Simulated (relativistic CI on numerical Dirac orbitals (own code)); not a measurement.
Slater and spin-orbit integrals, Pb II

Method of calculation: Dirac-Coulomb-Breit CI, orbitals from a KLI potential per configuration, model QED (radiative potential, 1s self-energy scaled to tabulated hydrogen-like ionisation energies), valence Slater integrals scaled by 0.85, P86 correlation energy added to each configuration (own radial code, finite nucleus).

Slater integrals F^k, G^k are unscaled and averaged over j, outside the closed core [Xe] 4f14 5d10; ζ comes from projecting the Hamiltonian with its Breit term on Σ l·s of the shell.

- 6s2 6p: ζ(6p) = 9593.5 cm⁻¹; <r>(6p) = 3.042, <r^2>(6p) = 10.56 (bohr units).
- 6s 6p2: F^2(6p,6p) = 35419, G^1(6s,6p) = 44607, ζ(6p) = 9677.2 cm⁻¹; <r>(6s) = 2.24, <r^2>(6s) = 5.672, <r>(6p) = 2.99, <r^2>(6p) = 10.2 (bohr units).
- 6s2 6d: ζ(6d) = 205.25 cm⁻¹; <r>(6d) = 5.692, <r^2>(6d) = 36.72 (bohr units).

In this model ζ of a weakly bound d, f or g electron outside closed shells comes out too small, for d by up to a factor of two or three and at times with the wrong sign; that of an outer p electron is too small as well.

Correlation outside the listed configurations is missing or only estimated: errors of thousands of cm⁻¹ between configurations and terms are usual at this charge. Rates and lifetimes follow the computed energies and can be off by large factors. The fine structure of a lone outer electron comes out too small, for d and f at times inverted, and misplaced configurations move strength between like terms. 17 of the 17 excited levels that our extract of the measured tables holds in this range could be paired (the sources list more); they are missed by 3417 cm⁻¹ on average and 6879 at most, and levels without a partner can miss by more.

Averages of the first 10 configurations, taken without configuration mixing, which lowers the lowest level and can move excited configurations by several eV; other configurations of the list can lie among them:

```
Configuration  Parity  States  Average energy above the lowest level (eV)
       6s2 6p     odd       6                                         1.5
       6s 6p2    even      30                                        10.1
       6s2 7s    even       2                                         7.8
       6s2 6d    even      10                                         9.4
       6s2 7p     odd       6                                         9.8
       6s2 8s    even       2                                        11.5
       6s2 5f     odd      14                                        11.8
       6s2 7d    even      10                                        12.1
       6s2 6g    even      18                                        14.1
          6p3     odd      20                                        20.7
```
